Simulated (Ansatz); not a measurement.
Molecule: C3H7O2, net charge 1, singlet state. It need not be the lowest isomer of its formula. SMILES: CCOC=[OH+]
Coordinates optimised at B3LYP-D3(BJ)/def2-TZVP (Ansatz, a first-principles code):
```
C
H 1 1.0906
H 1 1.0906 2 111.52
C 1 1.5006 2 112.91 3 128.39
H 4 1.0888 1 111.21 2 54.85
H 4 1.0888 5 109.75 1 -123.48
H 4 1.0915 5 108.32 6 -118.08
O 1 1.5120 2 105.89 3 -114.72
C 8 1.2539 1 123.23 2 59.26
O 9 1.2791 8 127.53 1 0.00
H 10 0.9754 9 116.18 8 0.00
H 9 1.0877 8 117.17 1 180.00
```
Charge +1, spin multiplicity 1.

Parts of the frozen-core correlation energy in STO-3G (Ansatz, hartree). Frozen orbitals: 5; correlated occupied orbitals by spin: 15 and 15; virtual: 12 and 12. Spin-orbit coupling is left out. No relativistic terms.

```
term                            value
-------------------------  ----------
reference (HF)             -263.76721
MP2 opposite-spin                 ___
MP2 same-spin                -0.04338
CCSD correlation                  ___
(T)                               ___
T1 diagnostic                   0.016
largest doubles amplitude       0.055
```

Task: Complete the blanks.

Result: 
- MP2 opposite-spin, value: -0.21607
- CCSD correlation, value: -0.31603
- (T), value: -0.00997
